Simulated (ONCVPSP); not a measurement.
**LDA (Perdew-Zunger) ONCV dataset for Li (Z = 3), scalar-relativistic all-electron reference.**

ONCVPSP 4.0.1 was run on this input:

```
# ATOM AND REFERENCE CONFIGURATION
# atsym  z   nc   nv     iexc    psfile
  Li 3.00    0    2        3      upf
#
#   n    l    f
    1    0    2.00
    2    0    1.00
#
# PSEUDOPOTENTIAL AND OPTIMIZATION
# lmax
    1
#
#   l,   rc,      ep,       ncon, nbas, qcut
    0    1.25    0.00    3    8    8.10
    1    1.05    0.05    4    8    7.20
#
# LOCAL POTENTIAL
# lloc, lpopt,  rc(5),   dvloc0
    4    5    1.00    0.00
#
# VANDERBILT-KLEINMAN-BYLANDER PROJECTORs
# l, nproj, debl
    0    2    4.00
    1    2    2.10
#
# MODEL CORE CHARGE
# icmod, fcfact, rcfact
    0    0.00    0.00
#
# LOG DERIVATIVE ANALYSIS
# epsh1, epsh2, depsh
   -3.00    5.00    0.02
#
# OUTPUT GRID
# rlmax, drl
    6.00    0.01
#
# TEST CONFIGURATIONS
# ncnf
    4
# nvcnf
#   n    l    f
    2
    1    0    2.00
    2    0    0.00
#
    2
    1    0    2.00
    2    0    0.50
#
    3
    1    0    2.00
    2    0    0.00
    2    1    1.00
#
    2
    1    0    1.00
    2    0    1.00
#
```

Command:

```bash
oncvpsp.x < Li.dat > Li.out
```

Resulting log (shortened: citation, most of the input echo, consistency checks and plot data are left out):

```
ONCVPSP  (Optimized Norm-Conservinng Vanderbilt PSeudopotential)
scalar-relativistic version 4.0.1

#   n    l    f        energy (Ha)
    1    0    2.00    -1.8779444E+00
    2    0    1.00    -1.0572056E-01

Reference configufation results
  iterations    22
  all-electron total energy (Ha)   -7.33487980D+00

Begin loop to  construct optimized pseudo wave functions
and semi-local pseudopoentials for all angular momenta

Calculating optimized projector #   1

 for l=   0

    Fraction of norm inside rc  0.945068
    Optimizing pswf for qcut=   8.10 a_B^-1,  ecut=  32.82 Ha
    Residual kinetic energy error=  4.76D-05 Ha

    Energy error per electron        Cutoff
         Ha          eV             Ha
         0.01000     0.27211       21.01
         0.00100     0.02721       26.40
         0.00010     0.00272       31.06
         0.00001     0.00027      118.63

Calculating optimized projector #   2

 for l=   0

    Fraction of norm inside rc  0.020250
    Optimizing pswf for qcut=   8.10 a_B^-1,  ecut=  32.82 Ha
    Residual kinetic energy error=  9.91D-06 Ha

    Energy error per electron        Cutoff
         Ha          eV             Ha
         0.01000     0.27211       12.52
         0.00100     0.02721       20.89
         0.00010     0.00272       27.33
         0.00001     0.00027       33.26

   Wellstate for l =  1  n =  2
     eigenvalue =   0.0500
     asymptotic potential =   0.5500
     half-point radius =  5.8869

   Wellstate for l =  1  n =  3
     eigenvalue =   2.1500
     asymptotic potential =   2.6500
     half-point radius =  2.4250

Calculating optimized projector #   1

 for l=   1

    Fraction of norm inside rc  0.028781
    Optimizing pswf for qcut=   7.21 a_B^-1,  ecut=  25.97 Ha
    Residual kinetic energy error=  2.12D-05 Ha

    Energy error per electron        Cutoff
         Ha          eV             Ha
         0.01000     0.27211        3.27
         0.00100     0.02721       10.27
         0.00010     0.00272       19.38
         0.00001     0.00027       31.67

Calculating optimized projector #   2

 for l=   1

    Fraction of norm inside rc  0.156177
    Optimizing pswf for qcut=   7.21 a_B^-1,  ecut=  25.97 Ha
    Residual kinetic energy error=  3.92D-04 Ha

    Energy error per electron        Cutoff
         Ha          eV             Ha
         0.01000     0.27211       12.42
         0.00100     0.02721       22.47
         0.00010     0.00272       31.39
         0.00001     0.00027       85.08

Construct Vanderbilt / Kleinmman-Bylander projectors

B matrix Hermiticity error, ll=   0
   1   2    3.2974E-05

  Orthonormal projector coefficients -4.5054E+00 -1.3758E+00

B matrix Hermiticity error, ll=   1
   1   2    1.8486E-05

  Orthonormal projector coefficients -4.0461E+00 -9.4995E-01

Pseudoatom total energy   -7.045015

Diagnostic tests using Vanderbilt-Kleinman-Bylander pseudopotentials
  1 or more projectors used as specified by nproj input data

   l    rcore       rmatch      e in        delta e   norm test  slope test

   0   1.2512710   1.2892623  -1.8779444  -0.0000390   1.0000035   0.9999800
   0   1.2512710   1.2892623  -0.1057206  -0.0000002   0.9999930   1.0000125

   1   1.0519859   1.0839265   0.0500000   0.0000037   1.0000460   1.0000460
   1   1.0519859   1.0839265   2.1500000   0.0000194   1.0000878   1.0000878

 Testing for bound ghosts
   n   l    E NL Schr. Eq   E Basis Diag.   E Cutoff

   1   0       -1.877983       -1.877889    168.03
   2   0       -0.105721        0.180971    168.03

   2   1       -0.041461        0.404078    270.75

 Testing for highly-localized positive-energy ghosts
       l    <radius>/rc     E Basis Diag.   E Cutoff

Test configuration 0

   n   l     f        eae           eps        diff
   1   0  2.0000   -1.87794440   -1.87798341   -3.90D-05
   2   0  1.0000   -0.10572056   -0.10572076   -2.01D-07

    Total energies and differences
      AE_ref= -7.33487980D+00  AE_tst= -7.33487980D+00  dif=  0.00D+00
      PS_ref= -7.04501471D+00  PS_tst= -7.04501471D+00  dif= -8.88D-15
      PSP excitation error=  8.88D-15

Test configuration 1

   n   l     f        eae           eps        diff
   1   0  2.0000   -2.18982565   -2.18834320    1.48D-03

    Total energies and differences
      AE_ref= -7.33487980D+00  AE_tst= -7.14233635D+00  dif=  1.93D-01
      PS_ref= -7.04501471D+00  PS_tst= -6.85248402D+00  dif=  1.93D-01
      PSP excitation error=  1.28D-05

Test configuration 2

   n   l     f        eae           eps        diff
   1   0  2.0000   -2.02064936   -2.02009363    5.56D-04
   2   0  0.5000   -0.19556254   -0.19555167    1.09D-05

    Total energies and differences
      AE_ref= -7.33487980D+00  AE_tst= -7.25974589D+00  dif=  7.51D-02
      PS_ref= -7.04501471D+00  PS_tst= -6.96988254D+00  dif=  7.51D-02
      PSP excitation error=  1.75D-06

Test configuration 3

   n   l     f        eae           eps        diff
   1   0  2.0000   -1.93094049   -1.92895425    1.99D-03
   2   1  1.0000   -0.05816613   -0.05816781   -1.68D-06

    Total energies and differences
      AE_ref= -7.33487980D+00  AE_tst= -7.27042984D+00  dif=  6.44D-02
      PS_ref= -7.04501471D+00  PS_tst= -6.98058751D+00  dif=  6.44D-02
      PSP excitation error=  2.28D-05

Test configuration 4

   n   l     f        eae           eps        diff
   1   0  1.0000   -3.11070443   -2.98588579    1.25D-01
   2   0  1.0000   -0.45216550   -0.44773794    4.43D-03

    Total energies and differences
      AE_ref= -7.33487980D+00  AE_tst= -4.85880006D+00  dif=  2.48D+00
      PS_ref= -7.04501471D+00  PS_tst= -4.62450661D+00  dif=  2.42D+00
      PSP excitation error=  5.56D-02
```

The run took about 2.1 s on one core of a shared server CPU.
